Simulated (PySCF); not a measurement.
Bonds: C1-C2 1.490 Å, C2-C3 1.315 Å, C3-C4 1.254 Å, C4-C5 1.322 Å, C5-C6 1.448 Å, C6-N7 1.264 Å. C1 carries H8, H9, H10; C2 carries H11; C5 carries H12; C6 carries H13; N7 carries H14.

Theoretical values (PySCF): GIAO PBE0/pcSseg-1 shieldings, GFN2-xTB geometry. Single conformer, non-relativistic Hamiltonian, no solvent, equivalent nuclei averaged.

Shifts are taken against calculated references (same method and geometry level): TMS for $^{13}$C.

**Question.** Do the $^{13}$C shifts follow the atomic charges (in e)? Tabulate both.

**Answer.** 
```
atoms  hybridisation  δ (ppm)  σ para (ppm)  Hirshfeld    IAO  Mulliken  ESP-fitted
   C4              –    186.4          -254      -0.02  -0.01     +0.07       +0.09
   C6              –    171.3          -239      +0.04  +0.04     +0.09       +0.47
   C3              –    171.1          -240      -0.04  -0.04     +0.06       -0.26
   C2              –    125.2          -203      -0.01  -0.12     -0.30       +0.12
   C5              –    111.8          -190      -0.05  -0.21     -0.29       -0.36
   C1              –     24.9           -88      -0.11  -0.42     -0.22       -0.37
```

Correlation coefficients of δ with charge over these carbons: Hirshfeld +0.79, IAO +0.98, Mulliken +0.72, ESP-fitted +0.59; with the paramagnetic shielding -1.00. With so few points these coefficients are fragile. Charge is one influence among several: hybridisation and low-lying excitations act through the paramagnetic term.

Shifts are as computed. Against solution values, carbons near 30 ppm lie about +3 ppm off and those near 130 ppm about +5 ppm. Of 1211 compounds with measured shifts, 218 miss one by over three times the rms of a fit or turn the order of signals round; such compounds aren't used in these exercises.
